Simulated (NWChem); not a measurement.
Species: ZnHOI; SMILES [OH][Zn][I]

```xyz
4

Zn    -0.2351     1.1736     0.0000
I      0.2487    -1.2083     0.0000
O     -0.7342     2.8883     0.0000
H      0.0368     3.4862     0.0000
```
Atoms are numbered in this order, from 1.

All runs: NWChem. Coordinates come from a PBE-D3(BJ)/def2-SVP optimisation. def2 effective core potentials on I; no spin-orbit coupling. B3LYP is NWChem's, with the RPA form of VWN correlation. Ions are spin-unrestricted doublets at the neutral geometry; other ion states weren't tried.

### Question
Estimate the computed values for B3LYP/def2-TZVP. Quantities: vertical ionisation energy, ΔSCF (eV); −ε(HOMO) (eV).

### Answer
The vertical ionisation energy, ΔSCF (eV) is 9.93. The −ε(HOMO) (eV) is 7.57.
